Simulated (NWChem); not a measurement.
System: InH₂OCl; SMILES [OH][InH][Cl]

The following NWChem deck was run.

```
start job
memory heap 200 mb stack 900 mb global 1100 mb
geometry units angstroms noautoz
  In    -0.284927     0.405769     0.000000
  H     -1.903916     0.953873     0.000000
  Cl     0.232058    -1.879935     0.000000
  O      1.401070     1.459311     0.000000
  H      1.246783     2.411092     0.000000
end
basis spherical
  In library def2-svp
  H library def2-svp
  Cl library def2-svp
  O library def2-svp
end
ecp
  In library def2-ecp
end
dft
  xc xpbe96 cpbe96
  iterations 150
  mulliken
end
task dft energy
```

NWChem printed, in part:

```
             Northwest Computational Chemistry Package (NWChem) 7.3.0
             --------------------------------------------------------

 CS  symmetry detected

                             Geometry "geometry" -> ""
                             -------------------------

 Output coordinates in angstroms (scale by  1.889725989 to convert to a.u.)

  No.       Tag          Charge          X              Y              Z
 ---- ---------------- ---------- -------------- -------------- --------------
    1 In                  49.0000    -0.30659001     0.35464596     0.00000000
    2 H                    1.0000    -1.94646068     0.83669113     0.00000000
    3 Cl                  17.0000     0.30259713    -1.90822993     0.00000000
    4 O                    8.0000     1.33532785     1.47564656     0.00000000
    5 H                    1.0000     1.14259722     2.42039333     0.00000000

 Effective nuclear repulsion energy (a.u.)     348.6132050968

      Symmetry information
      --------------------

 Group name             Cs
 Group number              2
 Group order               2
 No. of unique centers     5

 Summary of "ao basis" -> "ao basis" (spherical)
 ------------------------------------------------------------------------------
       Tag                 Description            Shells   Functions and Types
 ---------------- ------------------------------  ------  ---------------------
 In                         def2-svp                10       26   4s4p2d
 H                          def2-svp                 3        5   2s1p
 Cl                         def2-svp                 8       18   4s3p1d
 O                          def2-svp                 6       14   3s2p1d

      Symmetry analysis of basis
      --------------------------

        a'         49
        a"         19

            General Information
            -------------------
          SCF calculation type: DFT
          Wavefunction type:  closed shell.
          No. of atoms     :     5
          No. of electrons :    48
           Alpha electrons :    24
            Beta electrons :    24
          Charge           :     0
          Spin multiplicity:     1
          Use of symmetry is: on ; symmetry adaption is: on
          Maximum number of iterations: 150
          AO basis - number of functions:    68
                     number of shells:    30
          Convergence on energy requested:  1.00D-06
          Convergence on density requested:  1.00D-05
          Convergence on gradient requested:  5.00D-04

              XC Information
              --------------
          PerdewBurkeErnzerhof Exchange Functional  1.000
            Perdew 1991 LDA Correlation Functional  1.000 local
           PerdewBurkeErnz. Correlation Functional  1.000 non-local

             Grid Information
             ----------------
          Grid used for XC integration:  medium
          Radial quadrature: Mura-Knowles
          Angular quadrature: Lebedev.
          Tag              B.-S. Rad. Rad. Pts. Rad. Cut. Ang. Pts.
          ---              ---------- --------- --------- ---------
          In                  1.55      123           9.0       590
          H                   0.35       45          11.0       434
          Cl                  1.00       88          11.0       590
          O                   0.60       49          10.0       434
          Grid pruning is: on
          Number of quadrature shells:   350
          Spatial weights used:  Erf1

      Superposition of Atomic Density Guess
      -------------------------------------

 Sum of atomic energies:        -753.06353298

      Non-variational initial energy
      ------------------------------

 Total energy =    -724.444601
 1-e energy   =   -1406.546249
 2-e energy   =     515.138173
 HOMO         =      -0.393090
 LUMO         =      -0.033124

      Symmetry analysis of molecular orbitals - initial
      -------------------------------------------------

  Numbering of irreducible representations:

     1 a'          2 a"

  Orbital symmetries:

     1 a'          2 a'          3 a'          4 a'          5 a'
     6 a"          7 a'          8 a'          9 a'         10 a"
    11 a'         12 a'         13 a'         14 a'         15 a"
    16 a"         17 a'         18 a'         19 a'         20 a'
    21 a"         22 a'         23 a"         24 a'         25 a'
    26 a"         27 a'         28 a'         29 a'         30 a'
    31 a"         32 a'         33 a'         34 a"

     ---------------------------------------------
      Total Density - Mulliken Population Analysis
     ---------------------------------------------

    Atom       Charge   Shell Charges
 -----------   ------   -------------------------------------------------------
    1 In  21    19.71   2.60 -0.60  0.70  0.33  3.23  2.76  0.49  0.14  9.71  0.36
    2 H    1     1.04   0.59  0.45  0.01
    3 Cl  17    17.58   2.00  1.99  1.23  0.72  5.94  2.20  3.49  0.01
    4 O    8     9.00   1.99  1.11  0.69  3.13  2.08  0.00
    5 H    1     0.66   0.53  0.07  0.06

   convergence    iter        energy       DeltaE   RMS-Dens  Diis-err
 ---------------- ----- ----------------- --------- --------- ---------
 d= 0,ls=0.0,diis     1   -726.2040504216 -8.93D+02  5.01D-02  8.78D-01
 d= 0,ls=0.0,diis     2   -724.1575020179  2.05D+00  4.09D-02  1.48D+01
 d= 0,ls=0.0,diis     3   -726.2913377665 -2.13D+00  1.13D-02  2.04D-01
 d= 0,ls=0.0,diis     4   -726.3098412385 -1.85D-02  4.59D-03  1.22D-01
 d= 0,ls=0.0,diis     5   -726.3281285301 -1.83D-02  6.83D-04  2.51D-03
  Resetting Diis
 d= 0,ls=0.0,diis     6   -726.3285086481 -3.80D-04  1.64D-04  1.07D-04
 d= 0,ls=0.0,diis     7   -726.3285229195 -1.43D-05  8.01D-05  4.03D-06
 d= 0,ls=0.0,diis     8   -726.3285217557  1.16D-06  4.79D-05  1.33D-05
 d= 0,ls=0.0,diis     9   -726.3285233844 -1.63D-06  1.42D-05  1.48D-06
 d= 0,ls=0.0,diis    10   -726.3285235375 -1.53D-07  3.81D-06  8.63D-08

         Total DFT energy =     -726.328523537541
      One electron energy =    -1408.278288611541
           Coulomb energy =      569.028043296748
    Exchange-Corr. energy =      -54.041753967707
 Nuclear repulsion energy =      166.963475744959

 Numeric. integr. density =       48.000008918274

                  Occupations of the irreducible representations
                  ----------------------------------------------

                     irrep           alpha         beta
                     --------     --------     --------
                     a'               18.0         18.0
                     a"                6.0          6.0

                       DFT Final Molecular Orbital Analysis
                       ------------------------------------

 Vector   22  Occ=2.000000D+00  E=-2.708547D-01  Symmetry=a"
              MO Center=  4.3D-01, -1.1D+00, -8.5D-16, r^2= 3.2D+00
   Bfn.  Coefficient  Atom+Function         Bfn.  Coefficient  Atom+Function
  ----- ------------  ---------------      ----- ------------  ---------------
    44      0.539240  3 Cl pz                41      0.401899  3 Cl pz
    55      0.257642  4 O  pz                38      0.235689  3 Cl pz
    58      0.186314  4 O  pz                13      0.164761  1 In pz
    16      0.116397  1 In pz                20      0.050603  1 In d  1
    10     -0.049870  1 In pz                 7     -0.046390  1 In pz

 Vector   23  Occ=2.000000D+00  E=-2.542676D-01  Symmetry=a'
              MO Center=  2.9D-01, -1.1D+00, -3.4D-15, r^2= 3.6D+00
   Bfn.  Coefficient  Atom+Function         Bfn.  Coefficient  Atom+Function
  ----- ------------  ---------------      ----- ------------  ---------------
    42      0.540946  3 Cl px                39      0.403547  3 Cl px
    53      0.259058  4 O  px                36      0.235428  3 Cl px
    28      0.185619  2 H  s                 56      0.179829  4 O  px
    27      0.141792  2 H  s                 17      0.136037  1 In d -2
    43      0.107104  3 Cl py                14      0.096301  1 In px

 Vector   24  Occ=2.000000D+00  E=-2.508696D-01  Symmetry=a"
              MO Center=  1.1D+00,  7.2D-01,  2.1D-15, r^2= 2.9D+00
   Bfn.  Coefficient  Atom+Function         Bfn.  Coefficient  Atom+Function
  ----- ------------  ---------------      ----- ------------  ---------------
    55      0.548080  4 O  pz                58      0.412525  4 O  pz
    44     -0.317923  3 Cl pz                41     -0.226535  3 Cl pz
    38     -0.133031  3 Cl pz                18     -0.091580  1 In d -1
    13      0.082496  1 In pz                20      0.064308  1 In d  1
    16      0.053768  1 In pz                23      0.049063  1 In d -1

 Vector   25  Occ=0.000000D+00  E=-8.043862D-02  Symmetry=a'
              MO Center= -2.5D-01,  3.7D-01, -5.5D-15, r^2= 4.3D+00
   Bfn.  Coefficient  Atom+Function         Bfn.  Coefficient  Atom+Function
  ----- ------------  ---------------      ----- ------------  ---------------
     4      0.721889  1 In s                  3      0.617585  1 In s
    28     -0.547016  2 H  s                 43     -0.361672  3 Cl py
     1     -0.339598  1 In s                 52     -0.324370  4 O  s
    27     -0.282219  2 H  s                 53      0.227683  4 O  px
    40     -0.198332  3 Cl py                56      0.196015  4 O  px

 Vector   26  Occ=0.000000D+00  E=-7.586438D-02  Symmetry=a"
              MO Center= -3.0D-01,  3.4D-01, -1.3D-13, r^2= 4.2D+00
   Bfn.  Coefficient  Atom+Function         Bfn.  Coefficient  Atom+Function
  ----- ------------  ---------------      ----- ------------  ---------------
    13      0.602417  1 In pz                16      0.524190  1 In pz
    44     -0.232238  3 Cl pz                55     -0.211257  4 O  pz
    58     -0.189738  4 O  pz                10     -0.154899  1 In pz
     7     -0.142557  1 In pz                41     -0.138061  3 Cl pz
    38     -0.078721  3 Cl pz                25      0.062848  1 In d  1

 Vector   27  Occ=0.000000D+00  E=-1.465684D-02  Symmetry=a'
              MO Center= -4.0D-01,  8.1D-01, -1.1D-14, r^2= 6.2D+00
   Bfn.  Coefficient  Atom+Function         Bfn.  Coefficient  Atom+Function
  ----- ------------  ---------------      ----- ------------  ---------------
    15      0.922113  1 In py                35      0.388450  3 Cl s
    52     -0.313495  4 O  s                 12      0.298359  1 In py
     3     -0.271557  1 In s                 43      0.213473  3 Cl py
    42     -0.179383  3 Cl px                53      0.140227  4 O  px
    65      0.133483  5 H  s                 14      0.128588  1 In px

     ---------------------------------------------
      Total Density - Mulliken Population Analysis
     ---------------------------------------------

    Atom       Charge   Shell Charges
 -----------   ------   -------------------------------------------------------
    1 In  21    20.46   2.60 -0.60  0.93  0.18  3.23  2.78  0.93  0.25  9.62  0.53
    2 H    1     1.06   0.66  0.39  0.01
    3 Cl  17    17.25   2.00  1.98  1.28  0.69  5.93  2.13  3.24  0.01
    4 O    8     8.41   1.99  1.09  0.70  2.81  1.81  0.01
    5 H    1     0.82   0.69  0.06  0.07

     -------------------------------------------
      Total Density - Lowdin Population Analysis
     -------------------------------------------

    Atom       Charge   Shell Charges
 -----------   ------   -------------------------------------------------------
    1 In  21    20.73   1.39  0.54  0.69  0.40  3.03  2.85  1.02  0.47  9.36  0.99
    2 H    1     1.08   0.57  0.48  0.03
    3 Cl  17    17.04   2.00  1.96  1.06  0.79  5.82  2.24  3.17  0.01
    4 O    8     8.23   1.97  0.91  0.63  2.65  2.05  0.01
    5 H    1     0.93   0.56  0.18  0.19

     Multipole analysis of the density
     ---------------------------------

     L   x y z        total         alpha         beta         nuclear
     -   - - -        -----         -----         ----         -------
     0   0 0 0      0.000000    -24.000000    -24.000000     48.000000

     1   1 0 0     -0.793450     -8.507921     -8.507921     16.222391
     1   0 1 0      1.117416      9.941279      9.941279    -18.765143
     1   0 0 1      0.000000      0.000000      0.000000      0.000000

     2   2 0 0    -33.905445    -57.822826    -57.822826     81.740208
     2   1 1 0     -0.257129     -8.701175     -8.701175     17.145221
     2   1 0 1      0.000000      0.000000      0.000000      0.000000
     2   0 2 0    -30.155870   -173.138013   -173.138013    316.120156
     2   0 1 1      0.000000      0.000000      0.000000      0.000000
     2   0 0 2    -29.387231    -14.693616    -14.693616      0.000000
```

Level: PBE/def2-SVP with def2 effective core potentials on In. Structure relaxed at the PBE0/def2-SVP level. def2 effective core potentials on In; no spin-orbit coupling.
